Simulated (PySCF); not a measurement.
Predicted spectroscopic data

Theory: PBE0/pcSseg-1 with gauge-including orbitals, coordinates at the GFN2-xTB level, in PySCF (in vacuum, non-relativistic Hamiltonian, fast rotation and ring inversion assumed for equivalent nuclei, one conformer).

Referencing at the same level of theory: ¹H (σref 31.72) and ¹³C (σref 186.93) vs TMS. Where no couplings were computed, multiplicities follow the n + 1 count of equivalent neighbours, and m marks all less simple cases (inequivalent or close neighbours, rings, F or P nearby). Shifts are as computed. Against solution values, carbons near 30 ppm lie about +3 ppm off and those near 130 ppm about +5 ppm. Of 1211 compounds with measured shifts, 218 miss one by over three times the rms of a fit or turn the order of signals round; such compounds aren't used in these exercises.

Compound 1 (C$_{6}$H$_{10}$O$_{2}$). ¹H NMR (600 MHz, computed): δ 5.02 (m, 1H), 2.08 (s, 3H), 1.21 (d, 3H), 0.92 (m, 1H), 0.79 (m, 1H), 0.38 (m, 1H). ¹³C{¹H} NMR (computed): δ 175.7, 54.0, 23.1, 15.3, 14.4, 13.1. Structure: `InChI=1S/C6H10O2/c1-4-3-6(4)8-5(2)7/h4,6H,3H2,1-2H3/t4-,6+/m0/s1`.

Compound 2 (C$_{4}$H$_{6}$O$_{2}$Si). ¹H NMR (600 MHz, computed): δ 7.43 (m, 1H), 7.02 (d, 1H), 5.36 (m, 1H), 0.50 (d, 3H). ¹³C{¹H} NMR (computed): δ 172.4 (C), 157.0 (CH), 150.2 (CH), -1.1 (CH3). Structure: `O1[Si@@H](C)C=CC1=O`.
